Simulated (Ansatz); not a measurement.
`CC(Cl)OBF` + HI → `CC(Cl)I` + `OBF` at 400 K and 1 bar (substitution at a C–O bond).

Gas-phase electronic energies from Ansatz, PBE0-D4/def2-TZVP geometries. CBS: MP2 limit from def2 TZ/QZ plus the TZ coupled-cluster correction, frozen cores. This one scheme is used for every species. def2 core potentials past Kr. For I outer-core shells are correlated without core-valence functions, which leaves a few kJ/mol of doubt a bond. Each species was taken in one conformer, which may not be the lowest.

| species | CCSD(T)/CBS energy (Eh) | H − E (kJ/mol) | S (J/(mol·K)) |
| --- | --- | --- | --- |
| `CC(Cl)OBF` | -738.76034 | 236.8 | 382.5 |
| HI | -298.03592 | 25.7 | 215.0 |
| `CC(Cl)I` | -835.73159 | 172.9 | 347.9 |
| `OBF` | -201.07426 | 96.4 | 268.5 |

H − E and S are ideal-gas, rigid-rotor, harmonic terms from PBE0-D4/def2-TZVP, for one conformer and one mirror image of each species. 1 Eh = 2625.50 kJ/mol, R = 8.31446 J/(mol·K).

**Question.** By hand: ΔE, ΔH, ΔS and ΔG.

**Answer.** ΔE = (-835.73159) + (-201.07426) − (-738.76034) − (-298.03592) = -0.00959 Eh = -25.2 kJ/mol. Δ(H − E) = 172.9 + 96.4 − 236.8 − 25.7 = 6.8, so ΔH = -18.4 kJ/mol. ΔS = 347.9 + 268.5 − 382.5 − 215.0 = 18.9 J/(mol·K). ΔG = -18.4 − 400 × (18.9)/1000 = -26.0 kJ/mol.

**Question.** By hand: the equilibrium constant, and the temperature at which ΔG would vanish if ΔH and ΔS stayed fixed.

**Answer.** log₁₀ K = −ΔG/(RT ln 10) = 3.4. ΔH and −TΔS have one sign here, so there is no such temperature.

TΔS isn't small against ΔH here. A doubt of 5 kJ/mol in ΔE shifts log₁₀ K by 0.7 here. Other conformers and mirror images would add mixing entropy, several J/(mol·K) or more a flexible species. Modes under 60 cm⁻¹, often nearly free rotors, make the harmonic entropy too high. These are equilibria of isolated gas molecules and say nothing of rates. Largest T1 diagnostic: 0.013 (customary marks: 0.02 for closed shells, 0.045 for open ones).
